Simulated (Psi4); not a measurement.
Psi4 input (wB97X-D/6-311+G**):

```
memory 1500 MB

molecule {
0 2
O    -0.55277600   -1.60874600   -0.55111700
Si   -0.34115300   -0.13499500    0.13456900
O    -1.62256900    0.82745900   -0.22466600
O    -0.33253200   -0.18062200    1.78717500
Si    1.64020700    0.65081100   -0.80370800
H    -1.40426600   -2.04341700   -0.44067800
H    -1.92868900    1.41697700    0.47008300
H     0.38836800   -0.64258700    2.22301300
H     2.80055100   -0.26427500   -0.64625600
H     2.02029300    2.00715200   -0.32934000
symmetry c1
no_reorient
no_com
}

set {
  basis 6-311+G**
  reference uks
  scf_type df
  df_basis_scf def2-universal-jkfit
  dft_radial_points 99
  dft_spherical_points 590
  e_convergence 1e-8
  d_convergence 1e-7
  maxiter 150
}

e = energy('wb97x-d')
print_out(f'\nFINAL {e:.10f} DIPOLE {variable("CURRENT DIPOLE")[0]:.6f} {variable("CURRENT DIPOLE")[1]:.6f} {variable("CURRENT DIPOLE")[2]:.6f}\n')
```

From the output:

```
              A
    DOCC [    28 ]
    SOCC [     1 ]
    NA   [    29 ]
    NB   [    28 ]

  @DF-UKS Final Energy:  -807.76910118866670

   => Energetics <=

    Nuclear Repulsion Energy =            304.3027102207081498
    One-Electron Energy =               -1723.3191985938130983
    Two-Electron Energy =                 661.0287751870029069
    DFT Exchange-Correlation Energy =     -49.7782718575069580
    Empirical Dispersion Energy =          -0.0031161450577101
    VV10 Nonlocal Energy =                  0.0000000000000000
    Total Energy =                       -807.7691011886666956

  UHF NO Occupations:
  HONO-2 :   27  A 1.9998316
  HONO-1 :   28  A 1.9990008
  HONO-0 :   29  A 1.0000000
  LUNO+0 :   30  A 0.0009992
  LUNO+1 :   31  A 0.0001684
  LUNO+2 :   32  A 0.0001572
  LUNO+3 :   33  A 0.0000461

Computation Completed

Properties will be evaluated at   0.000000,   0.000000,   0.000000 [a0]

Properties computed using the SCF density matrix

 Multipole Moments:

 ------------------------------------------------------------------------------------
     Multipole            Electronic (a.u.)      Nuclear  (a.u.)        Total (a.u.)
 ------------------------------------------------------------------------------------

 L = 1.  Multiply by 2.5417464519 to convert [e a0] to [Debye]
 Dipole X            :         -0.0428653           -0.0000057           -0.0428709
 Dipole Y            :         -0.1342760            0.0000038           -0.1342722
 Dipole Z            :          0.6745797            0.0000227            0.6746023
 Magnitude           :                                                    0.6891700

 ------------------------------------------------------------------------------------

FINAL -807.7691011887 DIPOLE -0.042871 -0.134272 0.674602

*** Psi4 exiting successfully. Buy a developer a beer!
```

The geometry given is a B3LYP-D3(BJ)/def2-TZVP minimum.
